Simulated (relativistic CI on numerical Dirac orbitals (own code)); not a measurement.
Transition arrays of Ce²¹⁺

Method of calculation: Dirac-Coulomb-Breit CI, KLI orbitals optimised for each configuration, QED by a radiative potential, valence Slater integrals scaled by 0.9, whole transition arrays (own radial code, finite nucleus).

CI space (outside the closed core [Ar] 3d10 4s2): 4p⁶4d, 4p⁶4f, 4p⁵4d², 4p⁶5p, 4p⁶5f. Levels of other configurations are missing.

All E1 lines from the levels of 4p⁶4d; mean and standard deviation are weighted by gf, and upper levels are sorted by their leading configuration.

```tsv
Upper configuration	Lines	Σgf	Mean (eV)	Mean (nm)	σ (eV)	Strongest line (nm)
4p⁵4d²	63	53.1	137.07	9.046	8.29	8.809
4p⁶5p	3	1.1	217.43	5.702	2.47	5.667
4p⁶5f	3	1.8	313.42	3.956	2.05	3.976
```

Σgf per state of the lower configuration in bins of 0.2 nm over the central range (centre: value): 3.9: 0.18, 5.7: 0.10, 8.7: 0.72, 8.9: 2.96, 9.1: 1.09, 9.9: 0.03, 10.5: 0.06, 10.7: 0.07, 10.9: 0.10, 11.1: 0.08, 11.3: 0.08.

(1) How do configuration mixing and the scaling of the Slater integrals move the arrays?

Results:

(1) Slater scale 0.9, no configuration mixing: 4p⁶4f 122.9 ± 1.9 eV (Σgf 6.5), 4p⁵4d² 133.7 ± 10.1 eV (Σgf 44.6), 4p⁶5p 217.5 ± 2.5 eV (Σgf 1.2), 4p⁶5f 313.4 ± 2.1 eV (Σgf 1.9); Slater scale 1: 4p⁵4d² 139.7 ± 8.2 eV (Σgf 54.2), 4p⁶5p 217.4 ± 2.5 eV (Σgf 1.1), 4p⁶5f 313.4 ± 2.1 eV (Σgf 1.8); Slater scale 0.8: 4p⁶4f 133.6 ± 4.0 eV (Σgf 9.5), 4p⁵4d² 134.6 ± 9.0 eV (Σgf 42.6), 4p⁶5p 217.4 ± 2.5 eV (Σgf 1.1), 4p⁶5f 313.4 ± 2.1 eV (Σgf 1.8). With mixing, levels are counted to their leading configuration, so an array can shrink or vanish into another, and the sums then hold other lines.
